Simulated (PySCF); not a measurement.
Coordinates in bohr (charge -1 multiplicity 1):
```
Zn    0.0000    0.0000    0.0000
H     3.1177    0.0000    0.0000
H    -1.5588    2.7001    0.0000
H    -1.5589   -2.7000    0.0000
```

Computed with PySCF, PBE0, basis Zn def2-TZVPD, H def2-TZVPD (no relativity, density fitting).

This geometry of [ZnH3]- is a stationary point at this level.

Question: What is the point group?

Answer: D3h.

Question: Is it a minimum?

Answer: Yes: all harmonic wavenumbers are real.

Question: What are the dipole moment and the gap between the highest occupied and lowest empty levels?

Answer: 0.00 D about the centre of mass and 4.76 eV.

Question: Give the atomic charges and bond orders.

Answer: 
```json
{"atom": "Zn1", "Mulliken": "-0.74", "Löwdin": "-0.23", "polar tensor": "0.59", "Mayer order to Zn1": "–"}
{"atom": "H2,3,4", "Mulliken": "-0.09", "Löwdin": "-0.26", "polar tensor": "-0.53", "Mayer order to Zn1": "0.94"}
```

Question: Give the ideal-gas entropy at 298.15 K and 1 bar by parts.

Answer: translation 161.3, rotation 54.1, vibration 5.4, spin 0.0; total 220.8 J/(mol K).

Other isomers or separated fragments may lie lower. The lowest empty level of this anion is unbound, so it and the gap depend on the basis.
